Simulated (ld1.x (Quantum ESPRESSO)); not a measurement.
**Before and after: TM potential for neon**

```json
{"Element": "Ne", "Generator": "ld1.x (Quantum ESPRESSO) 7.5", "Type": "norm-conserving Troullier–Martins (Kleinman–Bylander form)", "Functional": "PBE", "Relativity": "scalar-relativistic", "Frozen core": "[He]", "Valence charge": "8", "Reference configuration": "2s2 2p5 (charge +1)", "Partial waves": "2s (bound): rc 0.75 bohr; 2p (bound): rc 0.95 bohr", "Local potential": "the p channel", "Core correction": "Bessel-smoothed model core inside 0.55 bohr"}
```

Change: core correction Bessel-smoothed model core inside 0.38 bohr.

Cutoffs: the cutoffs (Ry, on a coarse ladder) from which the occupation-weighted sum of valence levels, in a spherical-Bessel basis at the reference potential, stays within 10 and 1 mRy of its value at 400 Ry; they do not see the model core or the augmentation charge, which bear on the density cutoff. Errors are all-electron minus pseudo energies relative to the spin-unpolarised reference configuration.

Question: Predict the effect on cutoff, ghosts and configuration errors.

Answer: The potential gets neither clearly harder nor softer (200 Ry and 260 Ry → 200 Ry and 260 Ry); of the 6 tests that both files solve, the error grows in 2 and shrinks in 0 by more than 15 % and 0.3 meV (median size 16.1 → 15.3 meV); neither file shows a bound ghost. A model core, the more so a compact one, raises the density cutoff, which this test does not measure.

| quantity | base | changed |
| --- | --- | --- |
| cutoff, loose | 200 Ry | 200 Ry |
| cutoff, tight | 260 Ry | 260 Ry |
| bound ghosts | none | none |
| error for 2s2 2p6, meV [ΔE -22.48 eV] | -4.1 | -3.5 |
| error for 2s2 2p4, meV [ΔE 43.27 eV] | -0.2 | +1.9 |
| error for 2s2 2p3, meV [ΔE 110.70 eV] | +60 | +74 |
| error for 2s2 2p5.5, meV [ΔE -13.61 eV] | -0.2 | 0.0 |
| error for 2s2 2p2, meV [ΔE 205.33 eV] | +342 | +393 |
| error for 2s1 2p6, meV [ΔE 23.41 eV] | +28 | +27 |
| s: phases at 1.05 bohr within 0.05 rad from the reference energy up to (Ry; the scan ends near 5) | to the end of the scan | to the end of the scan |
| p: phases at 1.05 bohr within 0.05 rad from the reference energy up to (Ry; the scan ends near 5) | to the end of the scan | to the end of the scan |
